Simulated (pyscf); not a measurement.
**`[CH3][MgH]`, singlet**

Gas-phase minimum from PySCF at ωB97X-D3(BJ)/def2-SVP, one conformer. 

```
C
H 1 1.1050
H 1 1.1050 2 106.53
H 1 1.1050 2 106.53 3 -113.43
Mg 1 2.0931 2 112.27 4 -123.27
H 5 1.7036 4 157.85 1 179.97
```

Properties at ωB97X-D3(BJ)/def2-SVP:

- Harmonic wavenumbers, unscaled: 329, 329, 551, 585, 585, 1176, 1438, 1438, 1623, 3039, 3131, 3131 cm⁻¹
- Zero-point energy: 24.8 kcal/mol
- Rotational symmetry number: 3
- Entropy of this conformer at 298 K and 1 atm, rigid rotor and harmonic oscillator, modes under 100 cm⁻¹ raised to 100: 249.1 J/(mol K)
- Dipole moment: 0.46 D

Single-point totals, which compare only within one level (frozen core for MP2 and CC):

| level | total energy (hartree) |
|---|---|
| ωB97X-D3(BJ)/def2-TZVP | -240.62465 |
| PBE/def2-TZVP | -240.38413 |
| r²SCAN/def2-TZVP | -240.51660 |
| B3LYP-D3(BJ)/def2-TZVP | -240.60854 |
| PBE0-D3(BJ)/def2-TZVP | -240.41420 |
| M06-2X/def2-TZVP | -240.52327 |
| ωB97M-D3(BJ)/def2-TZVP | -240.62304 |
| HF/def2-TZVPP | -239.78687 |
| MP2/def2-TZVPP | -240.18343 |
| CCSD/def2-TZVPP | -240.21286 |
| CCSD(T)/def2-TZVPP | -240.22283 |

The CCSD(T) − MP2 part came from Ansatz, without density fitting, on the same reference. The frozen core leaves the outer d or s,p core shells of the metals and heavy elements correlated in the MP2 and CC values, and def2-TZVPP describes them poorly, so these totals are far from the basis limit.
